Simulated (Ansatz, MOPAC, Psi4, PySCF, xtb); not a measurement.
Two geometries of PGME, SMILES COCC(C)O, singlet, relaxed at B3LYP-D3(BJ)/def2-SVP with one dihedral held; other torsions can differ between them too.

Structure A

```
16

C      1.5370    -1.4524     1.2255
O      1.4477    -0.2710     0.4647
C      0.2223     0.0589    -0.1472
C     -1.0504    -0.5925     0.3970
C     -2.2671    -0.1734    -0.4269
O     -1.2418    -0.3153     1.7774
H      1.3755    -2.3664     0.6179
H      2.5637    -1.4916     1.6186
H      0.8279    -1.4614     2.0693
H      0.1097     1.1582    -0.0728
H      0.2741    -0.1752    -1.2317
H     -0.9516    -1.6888     0.3408
H     -2.3811     0.9245    -0.4254
H     -2.1861    -0.5037    -1.4744
H     -3.1770    -0.6101     0.0094
H     -1.2029     0.6440     1.8970
```

Structure B

```
16

C      0.5321    -1.3400    -1.9030
O      0.2958     0.0065    -1.5805
C      0.1056     0.2723    -0.2115
C     -1.0793    -0.4502     0.4494
C     -2.3967    -0.1719    -0.2639
O     -1.1249    -0.1027     1.8231
H     -0.3676    -1.9751    -1.7922
H      0.8466    -1.3763    -2.9565
H      1.3388    -1.7788    -1.2814
H      1.0173     0.0261     0.3714
H     -0.0556     1.3617    -0.1328
H     -0.8865    -1.5358     0.4437
H     -2.6311     0.9068    -0.2261
H     -2.3406    -0.4554    -1.3255
H     -3.2215    -0.7220     0.2134
H     -1.3699     0.8313     1.8832
```

Q: Which is lower in energy at the level CCSD(T) on RHF/cc-pVDZ, frozen core // B3LYP-D3(BJ)/def2-SVP (Ansatz, a first-principles code), and by how much?

A: B is lower, by 3.30 kcal/mol (dihedral C4–C3–O2–C1: 20° in A, -60° in B).

E(B) − E(A) in kcal/mol at the other levels, on the same two geometries: PBE0/def2-TZVP // B3LYP-D3(BJ)/def2-SVP (Psi4) -2.84; PBE0-D3(BJ)/def2-TZVP // B3LYP-D3(BJ)/def2-SVP (Psi4) -2.89; PBE/def2-TZVP // B3LYP-D3(BJ)/def2-SVP (Psi4) -2.78; PBE-D3(BJ)/def2-TZVP // B3LYP-D3(BJ)/def2-SVP (Psi4) -2.82; r2SCAN/def2-TZVP // B3LYP-D3(BJ)/def2-SVP (Psi4) -2.98; RHF/cc-pVDZ // B3LYP-D3(BJ)/def2-SVP (Ansatz) -3.35; MP2 on RHF/cc-pVDZ, frozen core // B3LYP-D3(BJ)/def2-SVP (Ansatz) -3.38; CCSD on RHF/cc-pVDZ, frozen core // B3LYP-D3(BJ)/def2-SVP (Ansatz) -3.32; PM3, restricted, heats of formation // B3LYP-D3(BJ)/def2-SVP (MOPAC) -2.77; PM6, restricted, heats of formation // B3LYP-D3(BJ)/def2-SVP (MOPAC) -2.20; GFN1-xTB // B3LYP-D3(BJ)/def2-SVP (xtb) -2.55; restricted B3LYP/6-31G*, spherical d, density fitting // B3LYP-D3(BJ)/def2-SVP (PySCF) -3.03; restricted B3LYP/LANL2DZ // B3LYP-D3(BJ)/def2-SVP (PySCF) -2.29; restricted Hartree-Fock/STO-3G // B3LYP-D3(BJ)/def2-SVP (PySCF) -3.45; restricted B3LYP/6-311+G**, spherical d, density fitting // B3LYP-D3(BJ)/def2-SVP (PySCF) -2.97.
